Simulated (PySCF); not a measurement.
Gas-phase reaction: GeH₂ + Cl₂ + GeH₄ → 2 GeH₃Cl

Computed with PySCF and rigid-rotor harmonic-oscillator thermochemistry at 1 bar. † marks an energy on the PBE0/def2-TZVP geometry and frequencies; other levels use their own. CCSD(T) freezes the core. All species are closed-shell singlets. Ge: all electrons, no relativistic terms. GeH₂: computed as isolated molecules; such fragments, hydroxides, amides, oligomers or adducts are transient or little studied in the gas. CCSD(T) isn't extrapolated to the basis-set limit; its ΔH°(298 K) is -469.5 kJ in def2-SVP and -474.6 kJ in def2-TZVPP. The harmonic model lacks anharmonicity and excited electronic states, which grow with temperature; levels with a mode under 35 cm⁻¹ are left out.

```csv
level,"ΔE electronic, kJ","ΔH°(298 K), kJ","ΔS°(298 K), J/K","ΔG°(1000 K), kJ"
CCSD(T)/def2-TZVPP†,-488,-475,-133,-343
HF/def2-TZVP†,-493,-480,-133,-349
M06-2X/def2-TZVP†,-494,-481,-133,-350
PBE/def2-SVP,-470,-457,-133,-325
PBE0/def2-QZVP†,-478,-465,-133,-333
PBE0/def2-SVP†,-498,-485,-133,-354
LDA/def2-TZVP†,-490,-477,-133,-346
ωB97M-V/def2-TZVP†,-472,-459,-133,-328
ωB97X-V/def2-TZVP†,-490,-477,-133,-345
```
ΔH° is lowest at PBE0/def2-SVP† and highest at PBE/def2-SVP. No reference value is set beside these.
